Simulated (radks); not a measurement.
The iron ion Fe2+, configuration [Ar] 3d6.

Method: Dirac Kohn-Sham, BLYP, spin-unpolarised, spherical densities, finite nucleus; open shells fill j = l - 1/2 first; Fermi nuclear charge, rms radius 3.7377 fm; computed with a radial shooting solver on a logarithmic mesh with Libxc functionals.

Energy parts (eV):
part                      energy
total                 -34609.672
kinetic                35093.182
electron-nucleus      -82382.491
Hartree                14190.250
exchange-correlation   -1510.613

Orbitals (lengths in bohr, moments of r in powers of bohr; r(max) is where P^2 peaks):
orbital  occ.  eigenvalue (eV)   r(max)  <1/r>       <r^4>     <r^2>  small-component weight
1s1/2       2        -7018.377  0.03826  25.98  0.00005430  0.004595                8.75e-03
2s1/2       2        -837.8016   0.2225  5.579     0.01236   0.08411                1.60e-03
2p1/2       2        -725.1679   0.1780  5.527    0.009183   0.06707                1.59e-03
2p3/2       4        -712.6700   0.1805  5.429    0.009591   0.06869                1.57e-03
3s1/2       2        -112.2457   0.7007  1.750      0.9400    0.7601                3.49e-04
3p1/2       2         -79.4116   0.7082  1.622       1.289    0.8558                3.09e-04
3p3/2       4         -77.8662   0.7155  1.599       1.348    0.8747                3.03e-04
3d3/2       4         -25.8013   0.7082  1.238       5.850     1.524                1.95e-04
3d5/2       2         -25.6436   0.7108  1.232       5.962     1.539                1.94e-04

The highest occupied level is 3d5/2 at -25.644 eV. The electron density at the nucleus is 1.509e+04 e/bohr^3. For comparison, the ionisation energy in NIST's Atomic Spectra Database is 30.65 eV (measured). In exact Kohn-Sham theory the highest level is minus the ionisation energy, but local and semilocal functionals leave it too shallow, through self-interaction and a potential that decays too fast; potentials with the right tail come closer. The density falls to 0.001 e/bohr^3 at r = 3.07 bohr.

Beside tabulated values, note that spin-unpolarised runs miss the spin-polarisation part of the exchange energy of open shells.
